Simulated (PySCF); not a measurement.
## Ionisation energy of Br⁺ by level of theory

Br⁺ [Ar] 3d10 4s2 4p4 (3P) → Br²⁺ [Ar] 3d10 4s2 4p3 (4S), as a difference of total energies. Calculation: PySCF 2.14, in x2c-TZVPPall with one added diffuse shell each of s, p, d type (7s6p5d1f, 57 functions); the spin-free X2C one-electron Hamiltonian (Gaussian nucleus). Correlated levels: valence: [Ar] 3d10 frozen; valence and next inner shell: [Ne] frozen. The calculations carry no spin-orbit coupling.

```tsv
method	ionisation energy (eV)
UHF	20.238
LDA	21.650
PBE0	21.386
r2SCAN	21.454
wB97X-V	21.531
HSE06	21.436
BHandHLYP	21.400
TPSSh	21.407
SCS-MP2 (valence)	20.997
MP2 (valence and next inner shell)	20.990
SCS-MP2 (valence and next inner shell)	21.036
```

Problem. Estimate what MP2 (valence) gives.

Solution. 20.927 eV, closest to MP2 (valence and next inner shell) among the rows shown.

Problem. Estimate what PBE gives.

Solution. 21.375 eV, closest to PBE0 among the rows shown.

A first-order spin-orbit estimate (lowest level to lowest level, LS coupling) adds 0.168 eV.

Errors of the correlated levels include the incompleteness of this basis and the frozen core.

For comparison: 21.591 eV (measured; NIST Atomic Spectra Database, ionization energies).
